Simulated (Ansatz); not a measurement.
Basis sets compared for Be₄Se₃⁺ (the lowest doublet isomer of a short search). Charge 1, multiplicity 2. Geometry B3LYP-D4/def2-SVP. Ansatz on 4 threads of Arm Neoverse V1 on a shared host; times are rough, and most runs start from earlier orbitals.

Cartesian coordinates in Å:
```
Be 0.809 0.660 0.529
Be 0.330 -1.495 -0.213
Be -0.422 0.403 -1.431
Be -1.383 -0.113 0.678
Se 1.591 -0.263 -1.393
Se 0.115 -1.052 1.851
Se -1.040 1.860 -0.020
```

The structure comes from a short search, and lower isomers may exist.

```
           level  functions  energy (Eh)  HOMO (eV)  LUMO (eV)  wall time
       HF/STO-3G         74   -7178.6151     -10.95      -3.39     0.85 s
 PBE-D4/def2-SVP        132   -7261.4942      -9.61      -8.74      3.5 s
PBE0-D4/def2-SVP        132   -7261.7449     -10.49      -8.06        6 s
```

**Question.** Estimate the rows for HF/def2-TZVP, PBE-D4/def2-TZVP (with forces), PBE0-D4/def2-TZVP.

**Answer.** 
| level | functions | energy (Eh) | HOMO (eV) | LUMO (eV) | wall time |
| --- | --- | --- | --- | --- | --- |
| HF/def2-TZVP | 220 | -7258.0748 | -12.32 | -4.69 | 8 s |
| PBE-D4/def2-TZVP (with forces) | 220 | -7262.4434 | -9.49 | -8.50 | 7.5 s |
| PBE0-D4/def2-TZVP | 220 | -7262.6969 | -10.35 | -7.77 | 14 s |
